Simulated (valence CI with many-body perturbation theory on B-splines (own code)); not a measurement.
# Isoelectronic trend, 39 electrons, Zr+ to Au40+

Computed by relativistic CI+MBPT: three valence electrons over a frozen Dirac-Fock core [Kr], radial functions for each j: 9 s, 9 p, 10 d, 8 f, 5 g, 3 h, 1 i, with the one-electron correlation potential Σ1, the two-electron term Σ2, the three-electron term Σ3, Breit, model QED; selected CI, second order for the rest (own B-spline code, finite nucleus). Basis and details of the method differ along the sequence, and some ions are missing.

Excitation energies in eV above the lowest level of each ion. Labels name the leading LS component, so a column can jump where levels mix; a blank means that no level of the computed list carries the label, and where several do, the lowest of them is shown. The ionisation energies from NIST are mostly theoretical or semi-empirical. By estimate, terms of the open shell hold to 2 to 4 % up to charges of about 25 and to about 1 % beyond; near the neutral end and where shells cross, configurations can be misplaced by 0.1 to 0.6 eV.

```tsv
Ion	Lowest level	IE (eV)	IE, NIST (eV)	4d3 4F_3/2	4d3 4F_7/2	4d3 4P_3/2	4d3 2G_7/2	4d3 4P_5/2	4d3 2D_5/2	4d3 2H_11/2
Zr+	4d2 5s 4F_3/2	12.936	13.13	0.2384	0.3268	1.164	0.9292	1.192		1.466
Tc4+	4d3 4F_3/2	57.268	57 ± 1.9	0	0.3025	1.563	1.700	1.783	2.582	2.352
Pd7+	4d3 4F_3/2	121.21	120 ± 2.1	0	0.6547	2.073	2.456	2.596	3.775	3.428
In10+	4d3 4F_3/2	202.4	201 ± 2.4	0	1.186	2.566	3.337	3.583	5.155	4.688
Te13+	4d3 4F_3/2	300.15	299 ± 3	0	1.947	3.131	4.472	4.840	6.874	6.268
Cs16+	4d3 4F_3/2	414.15	413 ± 3	0	2.982	3.852	5.989	6.446	9.046	8.283
Ce19+	4d3 4F_3/2	544.25	543 ± 4	0	4.335	4.825	8.036	8.468	11.77	10.86
Pm22+	4d3 4F_3/2	690.4	689 ± 4	0	6.043	6.133	10.76	10.95	15.09	14.11
Gd25+	4d3 4F_3/2	852.59	851 ± 4	0	8.152	7.857	14.30	13.90	19.01	18.17
Ho28+	4d3 4F_3/2	1030.8	1029 ± 4	0	10.72	10.06		17.33	23.72	23.16
Yb31+	4d3 4F_3/2	1225.1	1224 ± 4	0	13.81	12.82		21.25	29.46	29.21
Ta34+	4d3 4F_3/2	1435.6	1434 ± 5	0	31.18	16.20	17.49	25.73	36.45	36.47
Os37+	4d3 4F_3/2	1662.3	1660 ± 4	0	39.35	20.27	21.85	30.84	44.83	45.08
Au40+	4d3 4F_3/2	1905.2	1904 ± 4	0	49.05	25.10	26.95		36.67	55.21
```

Q: Does the computed ground configuration or its J change in this range?

A: Yes, from 4d2 5s 4F_3/2 in Zr+ to 4d3 4F_3/2 in Tc4+.

Shares of the ionisation energy in eV, for some of the ions:

```
  Ion     Σ1       Σ2        Σ3     Breit       QED
  Zr+  0.467  -0.0545   -0.0172  -0.00375  -0.00511
 Pd7+   1.77     1.02  -0.00181  -0.00275   0.00824
Te13+   2.13     1.26   0.00488   -0.0628    0.0178
Ce19+   2.37     1.41    0.0104    -0.191    0.0317
Gd25+   2.56     1.51    0.0139    -0.401    0.0506
Yb31+   2.71     1.60    0.0113    -0.703    0.0744
Os37+   2.84     1.69   0.00611     -1.11     0.103
```
